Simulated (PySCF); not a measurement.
Structure and norm of the vector part βᵢ = ⅓ Σⱼ (βᵢⱼⱼ + βⱼᵢⱼ + βⱼⱼᵢ) of the static first hyperpolarisability

Method: quadratic response CAM-B3LYP/aug-cc-pVDZ first hyperpolarisability, Taylor convention, gas phase in PySCF. Geometry: PBE0-D3(BJ)/def2-SVP.

Each molecule in one low-energy conformer. The parent is C=C/C=C/C=C/Cl.

Task: How does the norm of the vector part βᵢ = ⅓ Σⱼ (βᵢⱼⱼ + βⱼᵢⱼ + βⱼⱼᵢ) of the static first hyperpolarisability change along this series?
- C=C/C=C/C=C/Cl (base)
- F/C=C/C=C/C=C/Cl (H replaced by F)
- C/C=C/C=C/C=C/Cl (H replaced by CH3)

Result: 
```
        molecule  static β vector norm (au)  static β HRS (au)  S1 (eV)
  C=C/C=C/C=C/Cl                        779                303     4.66
F/C=C/C=C/C=C/Cl                         86                 40     4.69
C/C=C/C=C/C=C/Cl                         97                 36     4.60
```
The norm of the vector part βᵢ = ⅓ Σⱼ (βᵢⱼⱼ + βⱼᵢⱼ + βⱼⱼᵢ) of the static first hyperpolarisability is lowest for F/C=C/C=C/C=C/Cl and highest for C=C/C=C/C=C/Cl.
